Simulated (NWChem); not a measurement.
# BAsH₄; SMILES B[AsH2]

Question: Give the equilibrium geometry at PBE0/def2-SVP (NWChem) as a Z-matrix, with the point group.

Answer: point group Cs; any orientation.
```
B
H 1 1.2067
H 1 1.2067 2 120.43
As 1 1.9827 2 119.46 3 -170.72
H 4 1.5141 1 100.53 2 -144.62
H 4 1.5141 5 97.77 1 -102.29
```
